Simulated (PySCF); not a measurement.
Vibration and rotation of SbBr

PBE0 constants of SbBr, ³Σ⁻ (triplet), unpaired electrons π ↑↑ (PySCF, scalar-relativistic core potentials, basis sets Sb cc-pVTZ-PP with ECP28, Br cc-pVTZ-PP with ECP10; masses 120.9038 and 78.9183 u):

```
ωe            : 262.6 cm⁻¹
ωexe          : 0.594 cm⁻¹
Be            : 0.056896 cm⁻¹
αe            : 0.000176 cm⁻¹
De to Sb + Br : 2.80 eV
```

Question: What force constant and bond length do these constants imply?

Answer: Reduced mass μred = 47.750 u; k = 5.8918×10⁻⁷·μred·ωe² (u, cm⁻¹, mdyn/Å) = 1.94 mdyn/Å; Re = √(16.8576/(μred·Be)) (u, cm⁻¹, Å) = 2.491 Å.

Question: Estimate the centrifugal constant D from the Kratzer relation and find the Dunham coefficient a1.

Answer: D = 4Be³/ωe² = 1.07e-08 cm⁻¹; a1 = −1 − αeωe/(6Be²) = -3.38.

These are scalar-relativistic numbers at best; spin–orbit coupling would shift them, the dissociation energy most. The state was picked by a PBE0 search and need not be the measured ground state.
